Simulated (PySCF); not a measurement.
CCl₂F, SMILES F[C](Cl)Cl, multiplicity 2. Coordinates come from a B3LYP-D3(BJ)/def2-SVP optimisation. The isomer is the one that the SMILES or the coordinates give; other isomers of the formula were not compared.

The numbers are results of B3LYP-D3(BJ)/def2-SVP in PySCF 2.14.0, not measurements.

Harmonic wavenumbers (cm⁻¹): 281, 381, 459, 606, 903, 1210. Rotational constants (GHz): 7.349, 3.224, 2.269; symmetry number 1.

### Question
Work out the zero-point energy and the ideal-gas rigid-rotor harmonic-oscillator thermochemistry at 298.15 K and 1 atm.

### Answer
ZPE = ½ Σ hcν = ½ × 3839 cm⁻¹ = 22.96 kJ/mol. H − E(el) = 36.18 kJ/mol. Entropy in J/(mol K): translation 166.42, rotation 109.60, vibration 16.54, spin 5.76, total 298.31. G − E(el) = -52.76 kJ/mol. Cp = 59.51 J/(mol K).
